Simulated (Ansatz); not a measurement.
Reaction (atomization): `F[C@H]1[SiH2][Ge@@H]1[Cl]` → C• + Cl• + F• + Ge• + 4 H• + Si•

Gas-phase electronic energies from Ansatz, PBE0-D4/def2-TZVP geometries. CBS: MP2 limit from def2 TZ/QZ plus the TZ coupled-cluster correction, frozen cores. This one scheme is used for every species, atoms too. DFT in def2-TZVPP. B3LYP here is the variant with VWN-RPA as its local correlation; programs differ in this. HSE06 is defined as in plane-wave codes. Open shells (•) are unrestricted, without spin–orbit coupling. Spin–orbit coupling would lower the free atoms: a little for C, Cl, F, Si; clearly for Ge. For Ge outer-core shells are correlated without core-valence functions, so the limit isn't a true one: a few kJ/mol of doubt a bond, and 10 to 20 or more in all where bonds break to atoms. Scalar relativity is left out up to krypton.

```csv
level,ΔE (kJ/mol),difference from CCSD(T)/CBS
PBE-D4,2834.0,55.0
r2SCAN0-D4,2741.1,-37.9
ωB97X-V,2797.3,18.3
B3LYP,2710.9,-68.1
r2SCANh,2768.6,-10.4
r2SCAN0,2734.5,-44.5
HSE06,2760.2,-18.8
CAM-B3LYP,2740.9,-38.1
CCSD/def2-SVP,2521.0,-258.0
CCSD(T)/def2-TZVPP,2698.7,-80.3
CCSD(T)/CBS,2779.0,0
```

Largest T1 diagnostic among the species: 0.012.

From BLYP to BHLYP (50 % exact exchange), in def2-TZVPP and without D4, ΔE moves by −64.2 kJ/mol: exact exchange takes away binding that semilocal exchange gives to molecules. Leaving LDA and LC-ωPBE aside and taking each functional with its dispersion term where it has one, the values, not all of them listed here, spread over 169.4 kJ/mol, from BHLYP-D4 to PBE-D4. LDA lies +429.2 kJ/mol from PBE without D4, its usual overbinding. At CCSD(T), def2-SVP lies −219.1 kJ/mol from the extrapolated value and def2-TZVPP −80.3 kJ/mol: correlation converges slowly with the basis, and small sets miss more of it in the bonded molecule than in its fragments.

For atomizations the MP2-based limit and the directly extrapolated one differ by several kJ/mol either way, and by 10 to 25 for some Ge, Se and Sn compounds, so smaller differences from it don't rank the levels.
